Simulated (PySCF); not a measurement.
BeF, SMILES [Be][F], multiplicity 2.

Geometry: B3LYP-D3(BJ)/def2-TZVPD. The spin state was assumed, not searched.

Calculation: PySCF with ωB97X/def2-TZVPD.

Isolated molecule, no solvent.

The total energy is -114.62520 hartree and the point group is C∞v. The α spin, highest occupied and lowest empty level comes out as -8.58 and 0.96 eV, the β spin, highest occupied and lowest empty level comes out as -14.53 and 1.86 eV and the dipole moment comes out as 1.20 D. The mean static polarisability is 28.5 bohr³ (4.23 Å³), the polarisability, principal values is 21.6, 32.0, 32.0 bohr³ and the ⟨S²⟩ is 0.751 (pure state 0.75).
